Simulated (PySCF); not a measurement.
# Multinuclear NMR of C$_{7}$H$_{12}$OSi$_{2}$

Bonds (- single, = double, # triple, : aromatic): C1=C2, C2-Si3, Si3-C4, C4-C5, C5=C6, C6-C7, C7=O8, C7-Si9, Si9-C10, C10-C5. C1 carries H11, H12; C2 carries H13; Si3 carries H14, H15; C4 carries H16, H17; C6 carries H18; Si9 carries H19, H20; C10 carries H21, H22. H12 is cis to Si3; H11 is trans to Si3.

[PySCF 2.14: shielding tensors at PBE0/pcSseg-1 (GIAO); coordinates at the GFN2-xTB level; one conformer; no solvent; no relativistic terms; fast rotation and ring inversion assumed for equivalent nuclei]

Question: What are the 29Si shifts?

Answer: 
```tsv
atoms	environment	σ (ppm)	δ (ppm)
Si3	silicon bonded to 2 C, 2 H	394.2	-44.0
Si9	silicon bonded to 2 C, 2 H, in a 5-membered ring	422.2	-67.1
```

Shieldings were converted by a linear fit to measured shifts: 29Si: δ = 279.94 − 0.822σ (rms 8.9 ppm, 72 shifts, 25.8 ppm with the 6 outliers that the fit left out vs TMS, solution or neat liquid). Occasional misses reach two or three times the rms, and more in compound classes unlike the fitted ones.

On a 600 MHz spectrometer 29Si resonates near 119.2 MHz, so 1 ppm is 119.2 Hz.

Question: Predict the 17O NMR data.

Answer: 
```
atoms      environment  σ (ppm)  δ (ppm)
   O8  carbonyl oxygen   -460.4    686.1
```

Shieldings were converted by a linear fit to measured shifts: 17O: δ = 266.70 − 0.911σ (rms 10.7 ppm, 155 shifts, 12.2 ppm with the 3 outliers that the fit left out vs liquid water, solution or neat liquid). Occasional misses reach two or three times the rms, and more in compound classes unlike the fitted ones.

On a 400 MHz spectrometer 17O resonates near 54.2 MHz, so 1 ppm is 54.2 Hz.
